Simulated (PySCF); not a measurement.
Species: C5H7P3.
Numbering: `[CH3:1][c:2]1[p:3][cH:4][p:5][c:6]([CH3:7])[p:8]1` (hydrogens: H9, H10, H11 on C1; H12 on C4; H13, H14, H15 on C7)

Cartesian coordinates in Å at the GFN2-xTB level; atoms count from 1:
```xyz
15
C5H7P3 angstrom
C     -2.6117   -1.0986    0.1717
C     -1.3926   -0.2289   -0.0376
P     -1.7379    1.3244   -0.7478
C     -0.2129    2.1174   -0.9169
P      1.4306    1.7225   -0.5627
C      1.4000    0.1212    0.1241
C      2.7642   -0.4236    0.4825
P      0.0947   -0.9778    0.4742
H     -3.4578   -0.5096    0.5245
H     -2.4080   -1.8915    0.8912
H     -2.9067   -1.5669   -0.7691
H     -0.3125    3.1119   -1.3492
H      3.3918    0.3497    0.9248
H      2.6826   -1.2558    1.1814
H      3.2718   -0.7863   -0.4132
```

Method: PySCF, TDDFT PBE0/def2-SVPD, vertical, gas phase, core orbitals frozen in the response.

| state | λ (nm) | E (eV) | f | symmetry | main configurations (H = HOMO, L = LUMO) |
| --- | --- | --- | --- | --- | --- |
| S1 | 344.2 | 3.60 | 0.0000 | – | H-1→L+1 (70%), H-2→L (27%) |
| S2 | 342.4 | 3.62 | 0.0037 | A″ | H→L (61%), H-3→L+1 (36%) |
| S3 | 337.2 | 3.68 | 0.014 | A′ | H-1→L (98%) |
| S4 | 330.8 | 3.75 | 0.0000 | – | H-2→L (72%), H-1→L+1 (26%) |
| S5 | 328.0 | 3.78 | 0.010 | A′ | H-2→L+1 (97%) |
| S6 | 298.7 | 4.15 | 0.027 | A′ | H→L+1 (72%), H-3→L (25%) |
| S7 | 263.7 | 4.70 | 0.203 | A′ | H-3→L (70%), H→L+1 (22%) |
| S8 | 260.9 | 4.75 | 0.344 | A″ | H-3→L+1 (57%), H→L (34%) |

Triplets (Tamm–Dancoff): T1 2.52 eV, H→L+1 (69%), H-3→L (27%); T2 2.98 eV, H→L (87%), H-3→L+1 (12%); T3 3.07 eV, H-1→L (68%), H-2→L+1 (18%).

The lowest singlet lies at 3.60 eV (344 nm, ultraviolet) and is dark (f under 0.0005); its leading configuration is HOMO-1→LUMO+1 (70%). The most intense listed level is S8 at 4.75 eV (261 nm, f = 0.344), 1.15 eV above S1. It is the last of those listed, so stronger ones may follow. Löwdin shares by element: HOMO carbon 37% or more, phosphorus 36% or more (atoms not listed hold the other 27%); LUMO (one of a set within 0.03 eV) carbon 47% or more, phosphorus 25% or more (atoms not listed hold the other 28%). The listed states span 1.15 eV, and the widest gap between neighbours is 0.55 eV (S6 to S7). Orbital energies (eV): HOMO-3 -7.41, HOMO-2 -7.36, HOMO-1 -7.28, HOMO -7.10, LUMO -2.35, LUMO+1 -2.34, LUMO+2 0.40. Of the 8 states listed, 5 reach f = 0.01 and 2 stay under 0.0005. No computed singlet lies in the visible range (380 to 750 nm); the lowest, at 344 nm, stands 0.34 eV above its violet end (3.26 eV); a Tamm–Dancoff triplet lies at 492 nm, without intensity as long as spin–orbit coupling is left out. Symmetry labels in Cs follow from the direction of the transition dipole and are given only for states with f of 0.002 or more. Only the lowest 8 singlets were computed, as vertical energies without vibronic structure.
